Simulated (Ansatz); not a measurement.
`[F][Ti]([F])([SH])[SH]`. The species carries charge 0 and has multiplicity 1. The geometry is a stationary point of PBE0-D4/def2-TZVP. It is one conformer, not always the lowest.

```xyz
7

F    -1.410    0.754   -1.440
Ti   -0.521   -0.222   -0.303
F    -1.127   -1.833   -0.036
S    -0.501    0.724    1.767
S     1.600   -0.255   -1.127
H    -0.048    1.888    1.261
H     2.007   -1.056   -0.122
```

(1) What is the dipole moment at ωB97M-V/def2-TZVPP? (Best estimate.)

(2) And with PBE, r2SCAN, B3LYP? (Estimate.)

(3) Give the Mulliken charges with ωB97M-V, r2SCAN, B3LYP in def2-TZVPP. (Estimate.)

## Answers

(1) The calculation gave: 1.05 D, with components (0.85, 0.36, 0.49) D in this frame, pointing from negative to positive charge.

(2) Computed: PBE 1.03 D, r2SCAN 1.07 D, B3LYP 1.19 D.

(3) The calculation gave: 
```json
{"atom": "F1", "ωB97M-V": "-0.34", "r2SCAN": "-0.35", "B3LYP": "-0.36"}
{"atom": "Ti2", "ωB97M-V": "0.80", "r2SCAN": "0.91", "B3LYP": "0.93"}
{"atom": "F3", "ωB97M-V": "-0.34", "r2SCAN": "-0.35", "B3LYP": "-0.36"}
{"atom": "S4", "ωB97M-V": "-0.19", "r2SCAN": "-0.23", "B3LYP": "-0.22"}
{"atom": "S5", "ωB97M-V": "-0.19", "r2SCAN": "-0.23", "B3LYP": "-0.22"}
{"atom": "H6", "ωB97M-V": "0.13", "r2SCAN": "0.12", "B3LYP": "0.12"}
{"atom": "H7", "ωB97M-V": "0.13", "r2SCAN": "0.12", "B3LYP": "0.12"}
```

B3LYP here is the variant with VWN-RPA as its local correlation; programs differ in this.
